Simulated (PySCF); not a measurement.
C₅H₈SSi.
Numbering: `[CH2:1]=[CH:2]/[CH:3]=[C:4](\[SiH3:5])[CH:6]=[S:7]` (hydrogens: H8, H9 on C1; H10 on C2; H11 on C3; H12, H13, H14 on Si5; H15 on C6)

Method used: BHandHLYP/def2-SV(P) geometry optimisation, gas phase in PySCF.

Problem. Give the optimised bond lengths and angles.

Solution. 
```
                     bond  length (pm)   order
                    C1=C2        133.6  double
                    C2–C3        144.8  single
                    C3=C4        135.7  double
                   C4–Si5        189.4  single
                    C4–C6        145.1  single
                    C6=S7        162.2  double
                    C1–H8        108.7  single
                    C1–H9        108.9  single
                   C2–H10        108.5  single
                   C3–H11        109.2  single
Si5–H12, Si5–H13, Si5–H14        148.3  single
                   C6–H15        109.5  single
```

Bonds in one row agree within 1 pm and their mean is given. Orders are formal, as drawn. A selection of angles:
```
      angle  degrees
   C2–C1–H8    121.4
   C2–C1–H9    121.5
   H8–C1–H9    117.1
   C1–C2–C3    122.2
  C1–C2–H10    119.5
  C3–C2–H10    118.3
   C2–C3–C4    128.5
  C2–C3–H11    114.2
  C4–C3–H11    117.3
  C3–C4–Si5    126.7
   C3–C4–C6    116.5
  Si5–C4–C6    116.9
 C4–Si5–H12    110.7
 C4–Si5–H13    108.9
H12–Si5–H13    107.9
H12–Si5–H14    110.6
   C4–C6–S7    125.8
  C4–C6–H15    115.2
  S7–C6–H15    119.0
```

Torsions: C1–C2–C3–C4 180° (antiperiplanar); C2–C3–C4–Si5 0° (synperiplanar); C3–C4–C6–S7 180° (antiperiplanar).

Of the pairs four or more bonds apart, H11···H15 is among the closest relative to their van der Waals radii: 2.18 Å, 91 % of the sum of Bondi's values. The 7 heavy atoms lie in one plane (0.003 Å rms). The 4 C–C bonds span 1.336 Å (C1=C2, drawn double) to 1.451 Å (C4–C6, drawn single), a spread of 0.115 Å. Si5 (SiH3 silicon) is tetrahedral (angles from 107.9° to 110.7°).

Point group: Cs (tolerance 0.08 Å). No frequency check. One conformer, not necessarily the lowest.

The run took 40 s of wall time on Intel Xeon 6975P-C, one thread, no GPU, shared host, and the process peaked at 0.57 GiB of memory. These figures are those of the optimisation.
